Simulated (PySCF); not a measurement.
PySCF input file for dibromo-chloro-fluoromethane (CBr₂ClF), SMILES FC(Cl)(Br)Br, KT2/pcSseg-1. Coordinates come from a TPSSh-D3(BJ)/def2-SVP optimisation.

```python
import numpy as np
from pyscf import gto, scf, dft
from pyscf.prop.nmr import rks as nmr

mol = gto.M(
    atom='''
    F    -1.66953476   -0.59478200   -0.00000001
    C    -0.34931585   -0.41171639   -0.00000001
    Cl    0.45441218   -1.99343901   -0.00000001
    Br    0.13423859    0.59588286   -1.60342985
    Br    0.13423858    0.59588285    1.60342985
    ''',
    basis='pcSseg-1',
    charge=0,
    spin=0,
    max_memory=1600,
    verbose=3,
)
mf = dft.RKS(mol, xc='kt2')
mf.grids.level = 3
mf.conv_tol = 1e-10
mf.max_cycle = 100
mf.kernel()
n = nmr.NMR(mf)
n.verbose = 2
n.max_cycle_cphf = 60
sigma = n.kernel()
print('atom   isotropic/ppm   span/ppm')
for i, s in enumerate(sigma):
    w = np.linalg.eigvalsh((s + s.T) / 2)
    print(f'{mol.atom_symbol(i):2s}{i + 1:3d} {w.mean():14.3f} {w[2] - w[0]:11.3f}')
```

Output:

```
converged SCF energy = -5770.72789112758
atom   isotropic/ppm   span/ppm
F   1        111.738      51.049
C   2         29.507       9.166
Cl  3        274.040     967.151
Br  4        922.385    2871.749
Br  5        922.385    2871.749
```

The run converged.
